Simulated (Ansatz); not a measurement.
Calculated with Ansatz (gas phase, PBE0-D4/def2-TZVP geometries, no zero-point term in ΔE). CBS: MP2 limit from def2 TZ/QZ plus the TZ coupled-cluster correction, frozen cores. Functionals use def2-TZVPP. B3LYP here is the variant with VWN-RPA as its local correlation; programs differ in this. Each species was taken in one conformer, which may not be the lowest.

Reaction (isomerisation): `BN(C)[SiH2][SiH3]` → `CN([SiH3])B[SiH3]`

```csv
level,ΔE (kJ/mol)
PBE-D4,23.5
r2SCAN-D4,22.9
PBE0,24.3
B3LYP,22.7
MP2/def2-TZVPP,20.6
MP2/def2-QZVPP,21.1
SCS-MP2/def2-QZVPP,20.4
HF/CBS(def2),22.9
```

(1) What does CCSD(T)/CBS give? (Best estimate.)

Largest T1 diagnostic among the species: 0.013.

Results:

(1) Ansatz gave: +21.4 kJ/mol. The listed levels differ from it by 2.1, 1.5, 2.9, 1.3, -0.8, -0.3, -1.0, 1.5 kJ/mol.
